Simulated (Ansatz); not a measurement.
Total energies of `[CH3][Cu]`.

```xyz
5

C    -0.038    0.116    0.118
Cu    0.387   -1.184   -1.202
H    -0.972   -0.171    0.605
H    -0.150    1.087   -0.369
H     0.772    0.152    0.848
```

Charge 0, multiplicity 1. Correlated methods include outer-core shells of Cu, which these sets cover unevenly. Scalar relativity is left out up to krypton. Geometry: relaxed with PBE0-D4/def2-TZVP. Basis def2-TZVPP, Ansatz 0.2.0.

RPA on PBE orbitals: Hartree–Fock energy of these orbitals -1678.46969 Eh, correlation -1.37388 Eh (frozen core).

```
functional  energy without D4 (Eh)  D4 term (kJ/mol)
    revPBE             -1680.32346             -18.8
  PBE-QIDH             -1679.98954                 –
```

**Question.** Give the same for LDA (SPW92), PBE, BLYP, r2SCAN, B97M-V, PBE0, B3LYP, r2SCANh, r2SCAN0, HSE06 (plane-wave form), BHLYP, CAM-B3LYP, LC-ωPBE, ωB97X-V, ωB97M-V, B2PLYP. (Estimate.)

**Answer.** Ansatz gave: 
```tsv
functional	energy without D4 (Eh)	D4 term (kJ/mol)
LDA (SPW92)	-1677.27882	–
PBE	-1680.12994	-5.4
BLYP	-1680.50930	-12.5
r2SCAN	-1680.38560	-1.2
B97M-V	-1680.08746	–
PBE0	-1680.12794	-4.4
B3LYP	-1680.48418	-8.9
r2SCANh	-1680.36059	-1.2
r2SCAN0	-1680.32489	-1.4
HSE06 (plane-wave form)	-1680.12248	-4.1
BHLYP	-1680.33156	-6.7
CAM-B3LYP	-1680.50348	-4.5
LC-ωPBE	-1680.18621	–
ωB97X-V	-1680.24665	–
ωB97M-V	-1680.30388	–
B2PLYP	-1680.21519	–
```

B3LYP takes the VWN-RPA correlation (the form of Gaussian; ORCA's B3LYP/G). HSE06 is the plane-wave form, built on full-range PBE exchange. The double hybrids freeze the cores in their second-order part.

LC-ωPBE has ω = 0.4 bohr⁻¹.
